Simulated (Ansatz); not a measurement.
Relaxation of CH4Sb (6 atoms, charge 0, multiplicity 2), to a largest force component of 0.015 eV/Å in at most 40 steps.

The calculation used Ansatz 0.2.0, UKS PBE0/def2-SVP.

```xyz
6
Properties=species:S:1:pos:R:3:forces:R:3
C -0.195 -0.403 -0.442 -1.25 3.41 -0.82
Sb 0.221 0.009 1.625 0.39 0.65 0.18
H -0.952 0.440 -0.841 1.61 -1.78 0.79
H -0.668 -1.333 -0.554 -0.85 -1.73 -0.14
H 0.695 -0.365 -1.067 0.36 0.05 -0.17
H 0.941 1.588 1.233 -0.27 -0.60 0.17
```

**Question.** Where does it end, and by what steps?

**Answer.** The run converged. After 4 steps the energy has fallen by 0.219 eV; H3 moved furthest, 0.06 Å.

| step | energy less start (eV) | largest force component (eV/Å) | accepted |
| --- | --- | --- | --- |
| 0 | 0.0000 | 3.410 | yes |
| 1 | -0.1859 | 0.959 | yes |
| 2 | -0.2168 | 0.113 | yes |
| 3 | -0.2189 | 0.018 | yes |
| 4 | -0.2191 | 0.007 | yes |

```xyz
6
Properties=species:S:1:pos:R:3
C -0.223 -0.365 -0.465
Sb 0.249 0.033 1.625
H -0.914 0.399 -0.847
H -0.695 -1.354 -0.547
H 0.696 -0.351 -1.068
H 0.930 1.573 1.256
```

Whether the end is a true minimum wasn't checked by a vibrational analysis.

Run time: 29 s on 1 thread of Arm Neoverse N1, with other jobs on the host, peak memory 0.15 GiB.
